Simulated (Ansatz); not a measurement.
```yaml
crystal:
  periodic: [false, false, false]
  atoms:
    - {symbol: Si, position_ang: [-0.932079, 0.329819, -1.620576]}
    - {symbol: Se, position_ang: [-1.375103, -0.384789, 0.486901]}
    - {symbol: Si, position_ang: [0.816442, -0.529968, 1.110502]}
    - {symbol: H, position_ang: [-2.238120, 0.720295, -2.219225]}
    - {symbol: H, position_ang: [-0.002158, 1.496702, -1.599085]}
    - {symbol: H, position_ang: [1.508503, -1.606409, 0.359807]}
    - {symbol: H, position_ang: [0.808996, -0.844389, 2.559400]}
    - {symbol: H, position_ang: [1.505719, 0.761540, 0.866577]}
basis:
  gaussian: {orbitals: "6-31G*", fitting: {mean_field: cc-pVTZ-jkfit}}
total_charge: 1
hamiltonian: {xc: {name: B3LYP}, dispersion: d4, pseudopotentials: {relativity: scalar}}
output: {forces: true}
```

```sh
$ ansatz run in.yaml --threads 4 --pin off --events-out ev --progress --plain --max-ram 10444MiB
```

It prints (some lines left out):

```
Functional definition: B3LYP
599 factors; integrals over basis functions are off by at most 1.5e-1 eV
mean field evaluation 1: about -81805.6709 eV, gradient 2.6e1 eV
mean field evaluation 2: about -81793.4920 eV, gradient 5.9e1 eV
mean field evaluation 4: about -81808.0023 eV, gradient 3.8e0 eV
mean field evaluation 8: about -81808.0516 eV, gradient 1.1e-1 eV
mean field -81808.05165646 eV, -3006.3904468859 hartree, gradient 5.0e-5 eV, S^2 0.000000; 0 other end points of the search recorded, 0 dependent functions left out
reference -81808.05191347 eV, -3006.3904563308 hartree; 33, 33 occupied and 50, 50 virtual orbitals, 599 factors
Total energy: -81808.36425444 eV, -3006.4019346499 hartree
Relativity: scalar
Atom 0 at    -0.932079     0.329819    -1.620576 Å, force    -1.418206     1.360394     1.924896 eV/Å
Atom 1 at    -1.375103    -0.384789     0.486901 Å, force    -0.392003    -0.184779    -1.675773 eV/Å
Atom 2 at     0.816442    -0.529968     1.110502 Å, force     1.804046    -0.030024     0.980121 eV/Å
Atom 3 at    -2.238120     0.720295    -2.219225 Å, force     0.230527    -0.527052    -0.457303 eV/Å
Atom 4 at    -0.002158     1.496702    -1.599085 Å, force     0.528421    -0.661356    -0.421110 eV/Å
Atom 5 at     1.508503    -1.606409     0.359807 Å, force    -0.311796     0.015804    -0.092740 eV/Å
Atom 6 at     0.808996    -0.844389     2.559400 Å, force    -0.208134     0.034303    -0.145354 eV/Å
Atom 7 at     1.505719     0.761540     0.866577 Å, force    -0.232855    -0.007291    -0.112736 eV/Å
Dipole moment:     0.205545     0.217147    -0.799357 e Å
```

Hardware: 4 threads of an Arm Neoverse V2 on a shared host. Wall time 0.91 s, peak host memory 0.09 GiB.
